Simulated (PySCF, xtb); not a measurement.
C₂H₈O₂Si, SMILES C[Si@H](O)CO. The values are those of a single conformer.

Harmonic wavenumbers (cm⁻¹) from GFN2-xTB (xtb) at its own minimum, in rising order: 64, 112, 129, 198, 244, 283, 305, 392, 633, 650, 704, 747, 768, 788, 821, 853, 890, 1060, 1128, 1275, 1337, 1382, 1474, 1488, 1496, 2232, 2861, 2990, 3033, 3038, 3063, 3568, 3667.

Q: What does PySCF 2.14.0 with PBE-D3(BJ)/def2-SVP give at its own minimum? (The exact figures need the calculation; the answer reports its results.)

A: 100, 139, 145, 205, 223, 267, 353, 501, 601, 641, 665, 718, 757, 797, 825, 867, 913, 1042, 1142, 1217, 1230, 1367, 1378, 1382, 1410, 2134, 2867, 2971, 3002, 3068, 3077, 3618, 3783. Paired by order, the mean absolute difference is 40 cm⁻¹ and the zero-point energies are 62.4 and 62.0 kcal/mol.
